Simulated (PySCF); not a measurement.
Bonds (- single, = double, # triple, : aromatic): C1=C2, C2-C3, C3=C4, C4-F5, C4-Si6, Si6-C7, C7-Cl8, C7-C9, C9-C2. C1 carries H10, H11; C3 carries H12; Si6 carries H13, H14; C7 carries H15; C9 carries H16, H17. Stereochemistry as in C=C1C=C(F)[SiH2][C@H](Cl)C1. H10 is cis to C3; H13, H16 are cis to Cl8 on the ring; H11 is trans to C3; H14, H17 are trans to Cl8 on the ring.

Gas phase, relativity neglected, a single conformation. σ from GIAO-PBE0/pcSseg-1; structure optimised with GFN2-xTB; PySCF 2.14.

Referencing at the same level of theory: 13C (186.93 ppm) and 1H (31.72 ppm) and 29Si (349.16 ppm) vs TMS; CFCl3 for 19F (170.95 ppm); 35Cl (949.78 ppm) vs HCl.

```
atoms  nucleus  count  Hirshfeld charge  δ (ppm)
  H14       1H      1             -0.06     4.51
   C3      13C      1             -0.07    137.6
  H12       1H      1              0.06     7.00
  H17       1H      1              0.04     2.90
   C7      13C      1             -0.08     45.2
  Cl8     35Cl      1             -0.07        ?
   C9      13C      1             -0.08     46.5
   C1      13C      1             -0.10    126.1
   C4      13C      1             -0.01    175.5
   F5      19F      1             -0.10        ?
  H16       1H      1              0.04     2.71
  H15       1H      1              0.04     3.38
  H10       1H      1              0.05        ?
  H13       1H      1             -0.06        ?
  H11       1H      1              0.05     5.49
   C2      13C      1              0.01    147.8
  Si6     29Si      1              0.33        ?
```

Complete the table.

Results:


- H10: 5.36 ppm, hydrogen on a terminal =CH2 carbon; olefinic region
- H13: 4.51 ppm, hydrogen on a silicon bonded to 2 C, in a 6-membered ring
- F5: -107.7 ppm, vinylic fluorine
- Si6: -56.3 ppm, silicon bonded to 2 C, 2 H, in a 6-membered ring
- Cl8: 127 ppm, chlorine bonded to C

Carbons that carry Cl, above all several Cl atoms, come out too deshielded, partly because spin–orbit coupling is missing. Shifts are as computed. Against solution values, carbons near 30 ppm lie about +3 ppm off and those near 130 ppm about +5 ppm; carbons on Cl a further +6 ppm. Of 1309 compounds with measured shifts, 239 miss one by over three times the rms of a fit or turn the order of signals round; such compounds aren't used in these exercises. Unscaled 19F shifts against computed CFCl3 carry errors that often reach 10 to 50 ppm.
